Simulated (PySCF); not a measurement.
CdClH. Atoms are numbered in the order given.

```xyz
3

Cd     0.0000     0.0000    -0.5695
H      0.0000     0.0000    -2.2212
Cl     0.0000     0.0000     1.7387
```
Charge 0, spin multiplicity 1.

Geometry: B3LYP-D3(BJ)/def2-TZVPD. The def2 effective core potentials stand for the cores of Cd; spin–orbit coupling is left out.

These are TDDFT-LC-ωPBE/def2-TZVPD run with PySCF 2.14.0 values and carry that method's errors.

Vertical excitations; the highest root listed may be one member of a degenerate set. Gas-phase values at a fixed geometry. State labels are in the subgroup C2v.

```tsv
state	symmetry	energy (eV)	λ (nm)	f	main pairs
S1	B1	6.94	179	0.026	HOMO−1→LUMO+2 (degenerate set)
S2	B2	6.94	179	0.026	HOMO→LUMO+2 (degenerate set)
S3	A2	7.51	165	0.000	HOMO−1→LUMO+1, HOMO→LUMO (degenerate set)
S4	A1	7.51	165	0.000	HOMO−1→LUMO, HOMO→LUMO+1 (degenerate set)
S5	A2	7.51	165	0.000	HOMO→LUMO, HOMO−1→LUMO+1 (degenerate set)
S6	B1	7.59	163	0.118	HOMO−2→LUMO (degenerate set)
S7	B2	7.59	163	0.118	HOMO−2→LUMO+1 (degenerate set)
S8	A1	7.68	161	0.028	HOMO−1→LUMO 31 %, HOMO→LUMO+1 31 %, HOMO−2→LUMO+2 26 %, HOMO−3→LUMO+2 7 %
S9	A1	8.55	145	0.782	HOMO−2→LUMO+2 54 %, HOMO−3→LUMO+2 25 %
S10	B1	8.90	139	0.243	HOMO−3→LUMO 94 %
T1	A1	6.25	198	0	HOMO−2→LUMO+2 79 %
T2	B2	6.52	190	0	HOMO→LUMO+2 (degenerate set)
T3	B1	6.52	190	0	HOMO−1→LUMO+2 (degenerate set)
T4	B2	6.73	184	0	HOMO−2→LUMO+1 74 %, HOMO−3→LUMO+1 18 %
```
Triplets are in the Tamm–Dancoff approximation, which puts them higher than full response would, so one can lie above its singlet here.
